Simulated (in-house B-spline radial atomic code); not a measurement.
Spin-orbit splittings of orbital energies (j = l + 1/2 less j = l - 1/2) and ratios of mean radii (lower j over upper j) along the 29-electron series, configuration [Ar] 3d10 4s1. Computed with a radial B-spline atomic code at the basis-set limit: Dirac-Hartree-Fock, average of the configuration, finite nuclei.

```tsv
ion	Z	splitting of 3p (eV)	radius ratio of 3p	splitting of 3d (eV)	radius ratio of 3d	splitting of 2p (eV)	radius ratio of 2p
La28+	57	86.203	0.96117	18.48	0.98634	416.51	0.93718
Ce29+	58	93.922	0.95982	20.207	0.98586	450.21	0.93483
Pr30+	59	102.18	0.95844	22.052	0.98537	486.05	0.93244
Nd31+	60	110.99	0.95703	24.021	0.98487	524.13	0.92999
Pm32+	61	120.4	0.95558	26.12	0.98435	564.56	0.92749
Sm33+	62	130.42	0.95411	28.354	0.98383	607.44	0.92494
Eu34+	63	141.1	0.95259	30.729	0.9833	652.9	0.92234
Gd35+	64	152.47	0.95104	33.251	0.98276	701.06	0.91968
Tb36+	65	164.55	0.94946	35.926	0.98221	752.05	0.91696
Dy37+	66	177.39	0.94784	38.76	0.98164	805.99	0.91419
Ho38+	67	191.02	0.94619	41.759	0.98107	863.02	0.91136
Er39+	68	205.48	0.94449	44.931	0.98049	923.3	0.90847
Tm40+	69	220.81	0.94276	48.282	0.97989	986.97	0.90553
Yb41+	70	237.06	0.941	51.818	0.97929	1054.17	0.90252
Lu42+	71	254.26	0.93919	55.547	0.97867	1125.08	0.89946
Hf43+	72	272.46	0.93734	59.475	0.97805	1199.88	0.89633
Ta44+	73	291.71	0.93545	63.61	0.97741	1278.72	0.89314
W45+	74	312.06	0.93352	67.96	0.97676	1361.8	0.88988
Re46+	75	333.56	0.93155	72.532	0.97611	1449.32	0.88656
Os47+	76	356.27	0.92954	77.333	0.97544	1541.46	0.88318
Ir48+	77	380.24	0.92748	82.372	0.97476	1638.45	0.87972
```

(1) With what power of Z does the column «splitting of 3d (eV)» change over this range?

Answers

(1) A fit of the logarithm of its size against log Z from Z = 57 to 77 has slope 4.96. An unscreened hydrogenic electron would give 4 at low Z; screening makes the apparent power larger near the neutral end, and relativity raises it again at high Z.
